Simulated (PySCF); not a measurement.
# Radial density of Mn (manganese, neutral)

UHF, [Ar] 3d5 4s1 5s1, high-spin 8S determinant (an excited configuration). Computed with PySCF 2.14 in x2c-QZVPPall with one added diffuse shell each of s, p, d, f, g type (12s8p6d5f3g, 128 functions), with scalar relativity by spin-free X2C-1e.

```
r (bohr)  4πr²ρ (e/bohr)  4πr²(ρα − ρβ)
0.000820          0.1232         0.0000
 0.00138          0.3189         0.0001
 0.00232          0.8110         0.0003
 0.00390           2.005         0.0007
 0.00656           4.722         0.0017
  0.0110           10.22         0.0037
  0.0186           19.15         0.0064
  0.0312           28.23         0.0073
  0.0525           28.94         0.0007
  0.0884           23.12        -0.0010
   0.149           29.70         0.1025
   0.250           29.34         0.6432
   0.421           12.14         2.3742
   0.707           15.02         4.3040
    1.19           7.937         3.0698
    2.00           1.525         1.2178
    3.37          0.3482         0.3468
    5.66          0.1118         0.1118
    9.52          0.1335         0.1335
    16.0        0.005467         0.0055
```

Densities and radii are taken from the X2C orbitals without a picture-change correction, which distorts them close to the nucleus.

The outer electron is Rydberg-like, and this basis confines it to a smaller radius and binds it less than a complete one would.
